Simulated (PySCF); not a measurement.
Two-component Hartree-Fock for Ga⁴⁺ (gallium, charge +4)

Start: [Ar] 3d9; 3d3/2 filled at m_j = -3/2, -1/2, +1/2, +3/2; 3d5/2 filled at m_j = -3/2, -1/2, +1/2, +3/2, +5/2. Calculated with PySCF 2.14 in x2c-QZVPPall-2c (11s9p5d4f1g, 100 functions): generalised Hartree-Fock with the X2C-1e Hamiltonian and a Gaussian nucleus; one run each with spin-orbit coupling (SO) switched off, then screened by Boettger's factors.

```
spinor shell  electrons  ε, spin-free (eV)  ε, screened SO (eV)  weight of nominal j (screened SO)  rms radius, screened SO (bohr)
       1s1/2          2           -10501.3             -10501.0                              1.000                          0.0560
       2s1/2          2            -1401.0              -1400.9                              1.000                           0.235
       2p1/2          2            -1222.9              -1242.3                              0.999                           0.209
       2p3/2          4            -1222.9              -1213.5                              1.000                           0.212
       3s1/2          2            -236.66              -236.64                              1.000                           0.693
       3p1/2          2            -180.42              -184.40                              0.957                           0.718
       3p3/2          4            -180.42              -178.45                              0.978                           0.729
       3d3/2          4            -89.581              -90.406                              0.846                           0.819
       3d5/2          5            -89.581              -88.935                              0.877                           0.826
```

```tsv
quantity	spin-free	screened SO
E (hartree)	-1937.97707	-1938.04951
M_J	5/2	5/2
⟨J²⟩	8.752	8.752
⟨L²⟩	6.002	6.004
⟨S²⟩	0.750	0.752
```

Each row is a mean over spinors that exchange with the open shell spreads, by up to 8.622 eV (3p3/2).

Rows whose weight is well below 1 are mixtures of j = l ± 1/2: exchange outweighs spin-orbit coupling there, and the label is only the starting occupation.

Without spin-orbit coupling the j labels of p, d and f shells carry no meaning; the spin-free column gives the mean over the occupied spinors of each nl shell.
